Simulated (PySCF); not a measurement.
C2H6GeO2.

```xyz
11

Ge    -0.0335     1.3008     0.0000
O     -0.7507    -0.4016     0.0000
C      0.1510    -1.3893     0.0000
C     -0.4803    -2.7586     0.0000
O      1.3443    -1.1747     0.0000
H      0.7837     1.4970    -1.2832
H     -1.3165     2.1467     0.0000
H      0.7837     1.4970     1.2832
H      0.2981    -3.5305     0.0000
H     -1.1254    -2.8682    -0.8852
H     -1.1254    -2.8682     0.8852
```

Geometry: B3LYP-D3(BJ)/def2-SVP.

Method: PBE/pcSseg-1 (PySCF). Non-relativistic, no solvent.

Computed absolute GIAO shielding of each atom: isotropic value and principal components (ppm):
```
atom  σ(iso)     σ11     σ22     σ33   span
----  ------  ------  ------  ------  -----
Ge1   1377.9  1269.4  1302.2  1561.9  292.5
O2     104.5   -41.9   140.1   215.2  257.2
C3       4.5   -85.0    30.4    68.1  153.1
C4     158.3   137.3   149.0   188.7   51.4
O5    -130.4  -351.1  -239.1   198.8  549.9
H6      25.9    19.7    21.9    36.0   16.3
H7      26.4    20.4    22.2    36.6   16.1
H8      25.9    19.7    21.9    36.0   16.3
H9      29.5    25.4    28.1    34.9    9.4
H10     29.0    25.4    28.2    33.3    7.9
H11     29.0    25.4    28.2    33.3    7.9
```
